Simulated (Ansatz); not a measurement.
Reaction R1 + R2 → P1 + P2, each structure at its B3LYP-D3(BJ)/def2-TZVP stationary point, reached from a drawn start (curvature not checked).
R1: C2H6 (SMILES CC), charge 0, multiplicity 1.
P1, C2H5 (SMILES [CH2]C) (charge 0, multiplicity 2):
```xyz
7

C     -0.6131     0.0934     0.0083
C      0.8525    -0.1212    -0.0663
H     -1.1618    -0.6326    -0.5962
H     -0.8946     1.0963    -0.3215
H     -0.9905    -0.0117     1.0373
H      1.2642    -1.1151    -0.1742
H      1.5433     0.6909     0.1127
```
R2: O atom, charge 0, multiplicity 3.
P2, OH (SMILES [OH]) (charge 0, multiplicity 2):
```xyz
2

O      0.0000     0.0000    -0.4883
H      0.0000     0.0000     0.4883
```

P less R. No zero-point or thermal terms; singlets are restricted closed shells; open shells are unrestricted; no spin–orbit coupling.

Cores are frozen in the correlated methods.

The values were computed with Ansatz (Gaussian orbitals). Each number belongs to the level named beside it.

Total energies in hartree:

```
structure  PBE/def2-TZVPP  CCSD(T)/cc-pVQZ
---------  --------------  ---------------
R1             -79.732725       -79.698711
P1             -79.065861       -79.025690
R2             -75.009672       -74.993565
P2             -75.683357       -75.661589
```

Question: Work out the reaction energy at each level in meV (1 hartree = 27211.38625 meV), and say how far PBE/def2-TZVPP lies from CCSD(T)/cc-pVQZ.

Answer: 
- PBE/def2-TZVPP: (-79.065861) + (-75.683357) − (-79.732725) − (-75.009672) = -0.006821 hartree = -185.6 meV
- CCSD(T)/cc-pVQZ: (-79.025690) + (-75.661589) − (-79.698711) − (-74.993565) = 0.004997 hartree = 136.0 meV
PBE/def2-TZVPP less CCSD(T)/cc-pVQZ: -321.6 meV, and the two differ in sign. CCSD(T)/cc-pVQZ is the level counted from, the highest shown, and no exact or measured value.

Ansatz is a first-principles code.
